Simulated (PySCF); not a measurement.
C₈H₁₃P.
SMILES with atom numbers: `[CH3:1][CH2:2][c:3]1[cH:4][pH:5][c:6]([CH2:7][CH3:8])[cH:9]1` (hydrogens: H10, H11, H12 on C1; H13, H14 on C2; H15 on C4; H16 on P5; H17, H18 on C7; H19, H20, H21 on C8; H22 on C9)

Method: PySCF 2.14.0, PBE0-D3(BJ)/def2-SVP geometry optimisation, gas phase; density fitting, grid level 1; the optimiser is geomeTRIC in internal coordinates, started from a GFN2-xTB structure with every atom displaced at random (about 0.01 Å).

Geometry at step 1:
```
atom  x, y, z in Å
C1     -3.0559   -0.3988   -0.6821
C2     -2.5108    0.6024    0.3290
C3     -1.0662    0.3588    0.6641
C4     -0.6183   -0.2058    1.8124
P5      1.1935   -0.2497    1.8303
C6      1.2487    0.3161    0.0919
C7      2.5128    0.5179   -0.6799
C8      3.5232   -0.6075   -0.5119
C9     -0.0089    0.6354   -0.3060
H10    -2.4849   -0.3683   -1.6276
H11    -4.1094   -0.1999   -0.9191
H12    -2.9788   -1.4271   -0.2776
H13    -3.1075    0.5604    1.2529
H14    -2.6234    1.6255   -0.0721
H15    -1.2434   -0.4757    2.6619
H16     1.4030   -1.6639    1.5955
H17     2.2611    0.6508   -1.7472
H18     2.9787    1.4686   -0.3591
H19     3.8258   -0.7085    0.5431
H20     3.1053   -1.5700   -0.8371
H21     4.4418   -0.4175   -1.1023
H22    -0.2274    1.0824   -1.2792
```

Task: What forces act on the atoms?

Result: 
```csv
atom,Fx (eV/Å),Fy (eV/Å),Fz (eV/Å)
C1,0.206,-0.287,-0.008
C2,0.030,0.159,0.069
C3,-0.261,-0.056,-0.265
C4,0.403,0.063,-0.012
P5,-0.035,-0.364,-0.071
C6,-0.133,-0.048,0.039
C7,0.020,0.070,-0.064
C8,0.275,0.086,-0.128
C9,0.058,-0.020,0.184
H10,-0.069,-0.025,0.104
H11,-0.082,0.028,-0.010
H12,-0.037,0.189,-0.140
H13,-0.013,0.011,0.010
H14,-0.003,-0.007,0.029
H15,-0.087,-0.042,0.053
H16,-0.015,0.365,0.105
H17,0.003,0.001,0.065
H18,0.001,-0.022,-0.002
H19,0.012,-0.027,-0.003
H20,-0.027,-0.074,-0.014
H21,-0.222,-0.033,0.143
H22,-0.023,0.033,-0.085
```

The largest, 0.41 eV/Å, acts on C4; the rms over all components is 0.129 eV/Å. The forces sum to zero within rounding, as they must for an isolated molecule in no field.

Task: Give the force on C4 in Eh/bohr and in nN.

Result: 0.408 eV/Å ÷ 51.422 = 0.00794 Eh/bohr, and 0.408 eV/Å × 1.602 = 0.65 nN.

Task: How far is this geometry from the end of the optimisation?

Result: 0.023 eV above it, and 0.136 Å rms away after alignment. The bonds farthest from their final lengths, with half the difference of the two atoms' forces along the bond (positive lengthens):

```csv
bond,now (Å),final (Å),force along bond (eV/Å)
P5–H16,1.449,1.428,-0.37
C4–P5,1.812,1.803,-0.21
C8–H21,1.108,1.100,-0.29
C1–H12,1.108,1.100,-0.25
P5–C6,1.829,1.823,0.00
C1–H10,1.105,1.101,-0.12
```

The angle farthest from its final value is C6–P5–H16, 98.3° against 100.5°.

The cost below is that of the whole optimisation. On one thread of an AMD EPYC 7R13, shared host, this took 2.6 min wall and 0.87 GiB of memory at its peak.
